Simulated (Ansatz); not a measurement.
```yaml
crystal:
  periodic: [false, false, false]
  atoms:
    - {symbol: C, position_ang: [3.627458, -0.340115, 0.003263]}
    - {symbol: C, position_ang: [3.475378, 1.038928, -0.341385]}
    - {symbol: C, position_ang: [2.351257, 1.857138, -0.523071]}
    - {symbol: C, position_ang: [1.012754, 1.426093, -0.384578]}
    - {symbol: C, position_ang: [-0.233832, 2.119809, -0.531330]}
    - {symbol: C, position_ang: [-1.302287, 1.198355, -0.274301]}
    - {symbol: C, position_ang: [-2.706029, 1.359588, -0.282278]}
    - {symbol: C, position_ang: [-3.627415, 0.340325, -0.002493]}
    - {symbol: C, position_ang: [-3.475345, -1.038517, 0.342928]}
    - {symbol: C, position_ang: [-2.351251, -1.857034, 0.523410]}
    - {symbol: C, position_ang: [-1.012796, -1.426559, 0.382753]}
    - {symbol: C, position_ang: [0.233797, -2.120277, 0.529615]}
    - {symbol: C, position_ang: [1.302256, -1.198975, 0.272003]}
    - {symbol: C, position_ang: [2.706040, -1.359864, 0.281191]}
    - {symbol: C, position_ang: [0.680430, 0.066461, -0.034218]}
    - {symbol: C, position_ang: [-0.680483, -0.067367, 0.030752]}
    - {symbol: H, position_ang: [4.683057, -0.656140, 0.059793]}
    - {symbol: H, position_ang: [4.439324, 1.554126, -0.492170]}
    - {symbol: H, position_ang: [2.538437, 2.909894, -0.792104]}
    - {symbol: H, position_ang: [-0.350772, 3.179404, -0.796124]}
    - {symbol: H, position_ang: [-3.118794, 2.353196, -0.523282]}
    - {symbol: H, position_ang: [-4.682973, 0.656734, -0.057579]}
    - {symbol: H, position_ang: [-4.439251, -1.553069, 0.496143]}
    - {symbol: H, position_ang: [-2.538357, -2.909297, 0.794415]}
    - {symbol: H, position_ang: [0.350535, -3.179682, 0.795280]}
    - {symbol: H, position_ang: [3.118874, -2.353156, 0.523359]}
basis:
  gaussian: {orbitals: def2-TZVP}
magnetization: {spin_polarized: true, initial_magnetization: 2}
hamiltonian: {xc: pbe0, dispersion: d4}
scf: {omitted_lower_state_checks: [starts]}
output: {orbitals: {seedname: orbitals}}
```

```sh
$ ansatz run in.yaml --threads 4 --pin off --events-out ev --progress --plain --max-ram 6963MiB
```

(1) Does this run fit into the memory that it is given?

## Answers

(1) No. It has 556 basis functions, and Ansatz plans for 10 GiB where 7 GiB are given.
